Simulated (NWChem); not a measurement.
Everything below was run with NWChem. System: ammonia borane (H6BN), charge 0, spin multiplicity 1, at a geometry optimised with B3LYP/def2-SVP. Level: TD-PBE/def2-SVPD.

Part of the output:

```
             Northwest Computational Chemistry Package (NWChem) 7.3.0
             --------------------------------------------------------

                                NWChem Input Module
                                -------------------

 Scaling coordinates for geometry "geometry" by  1.889725989
 (inverse scale =  0.529177249)

 Turning off AUTOSYM since
 SYMMETRY directive was detected!

                             Geometry "geometry" -> ""
                             -------------------------

 Output coordinates in angstroms (scale by  1.889725989 to convert to a.u.)

  No.       Tag          Charge          X              Y              Z
 ---- ---------------- ---------- -------------- -------------- --------------
    1 B                    5.0000     0.92495200    -0.07034700     0.00000000
    2 N                    7.0000    -0.72407200     0.05507200     0.00000000
    3 H                    1.0000     1.33177400     1.08254400     0.00000000
    4 H                    1.0000     1.19749000    -0.68299600    -1.02228500
    5 H                    1.0000     1.19749000    -0.68299600     1.02228500
    6 H                    1.0000    -1.05821300     0.55836700     0.82533900
    7 H                    1.0000    -1.16658400    -0.86705300     0.00000000
    8 H                    1.0000    -1.05821300     0.55836700    -0.82533900

 Effective nuclear repulsion energy (a.u.)      40.4072154883

            Nuclear Dipole moment (a.u.)
            ----------------------------
        X                 Y               Z
 ---------------- ---------------- ----------------
     0.0000000000     0.0000037795     0.0000000000

      Symmetry information
      --------------------

 Group name             Cs
 Group number              2
 Group order               2
 No. of unique centers     6

      Symmetry unique atoms

     1    2    3    4    6    7


 Summary of "ao basis" -> "" (spherical)
 ------------------------------------------------------------------------------
       Tag                 Description            Shells   Functions and Types
 ---------------- ------------------------------  ------  ---------------------
 *                         def2-svpd                  on all atoms

  pbe96 is a nonlocal functional; adding pw91lda local functional.

                                 NWChem DFT Module
                                 -----------------

 Summary of "ao basis" -> "ao basis" (spherical)
 ------------------------------------------------------------------------------
       Tag                 Description            Shells   Functions and Types
 ---------------- ------------------------------  ------  ---------------------
 B                         def2-svpd                 8       20   4s2p2d
 N                         def2-svpd                 8       20   4s2p2d
 H                         def2-svpd                 4        8   2s2p

 Summary of "ao basis" -> "ao basis" (spherical)
 ------------------------------------------------------------------------------
       Tag                 Description            Shells   Functions and Types
 ---------------- ------------------------------  ------  ---------------------
 B                         def2-svpd                 8       20   4s2p2d
 N                         def2-svpd                 8       20   4s2p2d
 H                         def2-svpd                 4        8   2s2p

      Symmetry analysis of basis
      --------------------------

        a'         56
        a"         32

            General Information
            -------------------
          SCF calculation type: DFT
          Wavefunction type:  closed shell.
          No. of atoms     :     8
          No. of electrons :    18
           Alpha electrons :     9
            Beta electrons :     9
          Charge           :     0
          Spin multiplicity:     1
          Use of symmetry is: off; symmetry adaption is: on
          Maximum number of iterations: 100
          AO basis - number of functions:    88
                     number of shells:    40
          Convergence on energy requested:  1.00D-06
          Convergence on density requested:  1.00D-05
[...]
               Target root :       1
           Target symmetry : none
      Symmetry restriction : off
                 Algorithm : Optimal
        Davidson threshold :  0.10D-03

            Memory Information
            ------------------
          Available GA space size is         144171456 doubles
          Available MA space size is          50656044 doubles
          Length of a trial vector is          711
          Algorithm : Incore multiple tensor contraction
          Estimated peak GA usage is          14567846 doubles
          Estimated peak MA usage is             18000 doubles

    5 smallest eigenvalue differences (eV)
--------------------------------------------------------
  No. Spin  Occ  Vir  Irrep   E(Occ)    E(Vir)   E(Diff)
--------------------------------------------------------
    1    1    9   10 a"       -0.235    -0.038     5.375
    2    1    8   10 a'       -0.235    -0.038     5.375
    3    1    9   11 a'       -0.235     0.035     7.370
    4    1    8   11 a"       -0.235     0.035     7.370
    5    1    9   12 a"       -0.235     0.035     7.370
--------------------------------------------------------

  Entering Davidson iterations
  Restricted singlet excited states

  Iter   NTrls   NConv    DeltaV     DeltaE      Time
  ----  ------  ------  ---------  ---------  ---------
    1      5       0     0.54E-01   0.10+100        3.2
    2     10       0     0.36E-01   0.36E-03        2.7
    3     20       0     0.22E-01   0.86E-03        4.1
    4     30       0     0.67E-02   0.23E-03        5.6
    5     40       1     0.36E-02   0.18E-04        5.8
    6     48       3     0.13E-02   0.49E-05        5.0
    7     52       3     0.50E-03   0.92E-06        3.3
    8     56       4     0.26E-03   0.12E-06        3.3
    9     58       4     0.11E-03   0.33E-07        2.5
   10     60       5     0.77E-04   0.55E-08        1.6
  ----  ------  ------  ---------  ---------  ---------
  Convergence criterion met

  Ground state a'        -83.029752127015 a.u.

  ----------------------------------------------------------------------------
  Root   1 singlet a"             0.198277055 a.u.                5.3954 eV
  ----------------------------------------------------------------------------
     Transition Moments    X  0.00000   Y  0.00000   Z -0.14692
     Transition Moments   XX  0.00000  XY  0.00001  XZ -0.40785
     Transition Moments   YY  0.00000  YZ  0.42952  ZZ -0.00000
     Dipole Oscillator Strength                    0.0028531241
     Electric Quadrupole                           0.0000000146
     Magnetic Dipole                               0.0000009763
     Total Oscillator Strength                     0.0028541150

          sigma_e =   2.3008 Angstrom
          sigma_h =   1.3579 Angstrom
         |d_h->e| =   2.3138 Angstrom
            d_exc =   3.5371 Angstrom
            d_CD1 =   3.2568 Angstrom
            d_CD2 =   0.4845 Angstrom
            d_CD3 =   5.8509 Angstrom
     Pearson C.C. =  -0.0032

     Occ.    9  a"  ---  Virt.   10  a'  -0.99985 X
  ----------------------------------------------------------------------------
  Root   2 singlet a'             0.198277185 a.u.                5.3954 eV
  ----------------------------------------------------------------------------
     Transition Moments    X  0.01117   Y  0.14650   Z  0.00000
     Transition Moments   XX  0.06873  XY  0.46424  XZ  0.00001
     Transition Moments   YY  0.32869  YZ -0.00001  ZZ -0.39736
     Dipole Oscillator Strength                    0.0028534075
     Electric Quadrupole                           0.0000000146
     Magnetic Dipole                               0.0000009763
     Total Oscillator Strength                     0.0028543984

          sigma_e =   2.3008 Angstrom
          sigma_h =   1.3579 Angstrom
         |d_h->e| =   2.3138 Angstrom
            d_exc =   3.5371 Angstrom
            d_CD1 =   3.2568 Angstrom
            d_CD2 =   0.4845 Angstrom
            d_CD3 =   5.8509 Angstrom
     Pearson C.C. =  -0.0032

     Occ.    8  a'  ---  Virt.   10  a'   0.99985 X
  ----------------------------------------------------------------------------
  Root   3 singlet a"             0.270590429 a.u.                7.3631 eV
  ----------------------------------------------------------------------------
     Transition Moments    X -0.00000   Y  0.00000   Z -0.00003
     Transition Moments   XX -0.00000  XY  0.00000  XZ -0.00173
     Transition Moments   YY -0.00000  YZ -0.00116  ZZ  0.00000
     Dipole Oscillator Strength                    0.0000000002
     Electric Quadrupole                           0.0000000000
     Magnetic Dipole                               0.0000002807
     Total Oscillator Strength                     0.0000002809

          sigma_e =   2.2153 Angstrom
          sigma_h =   1.3989 Angstrom
         |d_h->e| =   2.2293 Angstrom
            d_exc =   3.3074 Angstrom
            d_CD1 =   3.0457 Angstrom
            d_CD2 =   0.4222 Angstrom
            d_CD3 =   5.5367 Angstrom
     Pearson C.C. =   0.1445

     Occ.    8  a'  ---  Virt.   11  a"  -0.70895 X
     Occ.    9  a"  ---  Virt.   12  a'   0.70522 X
  ----------------------------------------------------------------------------
  Root   4 singlet a'             0.270818828 a.u.                7.3694 eV
  ----------------------------------------------------------------------------
     Transition Moments    X -0.00035   Y -0.00177   Z  0.00000
     Transition Moments   XX -0.08661  XY -0.54973  XZ  0.00001
     Transition Moments   YY  0.58901  YZ  0.00001  ZZ -0.50292
     Dipole Oscillator Strength                    0.0000005881
     Electric Quadrupole                           0.0000000641
     Magnetic Dipole                               0.0000002220
     Total Oscillator Strength                     0.0000008741

          sigma_e =   2.2268 Angstrom
          sigma_h =   1.3974 Angstrom
         |d_h->e| =   2.2361 Angstrom
            d_exc =   3.4551 Angstrom
            d_CD1 =   3.0655 Angstrom
            d_CD2 =   0.4240 Angstrom
            d_CD3 =   5.6912 Angstrom
     Pearson C.C. =  -0.0042

     Occ.    8  a'  ---  Virt.   12  a'   0.70477 X
     Occ.    8  a'  ---  Virt.   13  a'   0.06782 X
     Occ.    9  a"  ---  Virt.   11  a"  -0.70580 X
  ----------------------------------------------------------------------------
  Root   5 singlet a"             0.270818977 a.u.                7.3694 eV
  ----------------------------------------------------------------------------
     Transition Moments    X -0.00000   Y -0.00000   Z -0.00171
     Transition Moments   XX -0.00000  XY -0.00001  XZ -0.63067
     Transition Moments   YY  0.00001  YZ -0.45601  ZZ -0.00001
     Dipole Oscillator Strength                    0.0000005262
     Electric Quadrupole                           0.0000000641
     Magnetic Dipole                               0.0000002219
     Total Oscillator Strength                     0.0000008121

          sigma_e =   2.2267 Angstrom
          sigma_h =   1.3974 Angstrom
         |d_h->e| =   2.2362 Angstrom
            d_exc =   3.4551 Angstrom
            d_CD1 =   3.0655 Angstrom
            d_CD2 =   0.4241 Angstrom
            d_CD3 =   5.6913 Angstrom
     Pearson C.C. =  -0.0042

     Occ.    8  a'  ---  Virt.   11  a"  -0.70342 X
     Occ.    9  a"  ---  Virt.   12  a'  -0.70715 X
     Occ.    9  a"  ---  Virt.   13  a'   0.06787 X

              Target root =      1
          Target symmetry = none
      Ground state energy =    -83.029752127015
        Excitation energy =      0.198277054661
     Excited state energy =    -82.831475072354

  stored tddft:energy   -82.831475072353797

 Task  times  cpu:       44.8s     wall:       44.8s

 Total times  cpu:       44.9s     wall:       44.9s
```

Problem. Write an NWChem input that would produce this output.

Solution. This is not unique; one that fits is 
```
start mol
memory heap 200 mb stack 900 mb global 1100 mb
geometry units angstroms nocenter noautoz
  B      0.924952    -0.070347     0.000000
  N     -0.724072     0.055072     0.000000
  H      1.331774     1.082544     0.000000
  H      1.197490    -0.682996    -1.022285
  H      1.197490    -0.682996     1.022285
  H     -1.058213     0.558367     0.825339
  H     -1.166584    -0.867053     0.000000
  H     -1.058213     0.558367    -0.825339
  symmetry group Cs
end
basis spherical
  * library def2-svpd
end
dft
  xc xpbe96 cpbe96
  semidirect memsize 60000000 filesize 0
  iterations 100
end
tddft
  rpa
  nroots 5
  notriplet
  thresh 1e-4
end
task tddft energy
```
